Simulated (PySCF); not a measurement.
[Pt(OH)6]2- (charge -2 and singlet state).
Bonds: Pt1–O2, Pt1–O4, Pt1–O6, Pt1–O8, Pt1–O10, Pt1–O12. Hydrogens: H3 on O2; H5 on O4; H7 on O6; H9 on O8; H11 on O10; H13 on O12.

Method used: PySCF 2.14.0, PBE0-D3(BJ)/def2-SVP geometry optimisation, gas phase, def2 core potentials past Kr.

(1) List the bond lengths, angles and torsions at this level.

Results:

(1) 
```json
{"bond": "Pt1–O2 and 5 like bonds", "length (pm)": "202.1"}
{"bond": "O2–H3 and 5 like bonds", "length (pm)": "97.2"}
```

Bonds in one row agree within 1 pm and their mean is given. A selection of angles:
```json
{"angle": "O2–Pt1–O4", "degrees": "180.0"}
{"angle": "O2–Pt1–O6", "degrees": "82.0"}
{"angle": "O2–Pt1–O8", "degrees": "97.9"}
{"angle": "Pt1–O2–H3", "degrees": "92.5"}
{"angle": "Pt1–O4–H5", "degrees": "92.5"}
```

Torsions: H7–O6–Pt1–O2 -9° (synperiplanar); H9–O8–Pt1–O2 -171° (antiperiplanar); H11–O10–Pt1–O2 -88° (synclinal); H13–O12–Pt1–O2 -92° (anticlinal).

O2 (oxygen bonded to Pt and H) is bent (angle 92.5°). Pt1 (platinum bonded to 6 O) is distorted octahedral (the three widest angles are 180.0°, 179.9° and 179.9°, the others run from 82.0° to 98.0°). Of the pairs four or more bonds apart, H7···H13 is among the closest relative to their van der Waals radii: 2.40 Å, 100 % of the sum of Bondi's values. All 6 O–Pt bonds measure 2.021 to 2.022 Å.

Point group: S6 (every atom within 0.08 Å of its image). Stationary, but not proved a minimum. Whether so highly charged an anion holds all its electrons in the gas phase wasn't checked; a finite basis holds them in any case. The ion is multiply charged and computed without counter-ions or solvent. The geometry's basis has no diffuse functions, a weakness for an anion.

Time: 5.3 min of wall time; peak memory 0.58 GiB. Hardware: one thread, Intel Xeon at 2.50 GHz (x86_64), shared host with 64 logical CPUs at a one-minute load of 56. These figures are those of the optimisation.
